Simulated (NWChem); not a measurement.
System: CBrF2, doublet; SMILES F[C](F)Br

Results from NWChem. Spin-unrestricted. In the optimisation the excess spin sits in a' (Cs, its own frame). Structure relaxed at the PBE0/def2-SVP, spin-unrestricted level. No stability test was run on the SCF state. Total energies compare along this basis series because the functional is fixed.

```csv
level,basis functions,energy (Ha),highest occupied level (eV),"lowest empty minus highest occupied level, either spin (eV)",dipole (D),relative time
B3LYP/3-21G,49,-2798.1995,-6.23,3.88,0.22,1
B3LYP/pcseg-1,69,-2811.5592,-6.89,3.99,0.35,4
B3LYP/aug-pcseg-1,105,-2811.5745,-7.06,3.92,0.32,8
B3LYP/pcseg-2,133,-2812.0526,-6.96,3.97,0.35,20
B3LYP/def2-TZVPP,141,-2812.0076,-6.91,3.98,0.30,10
B3LYP/def2-QZVP,246,-2812.0746,-6.95,3.97,0.34,50
```

Relative times are rough (shared machine, one core).
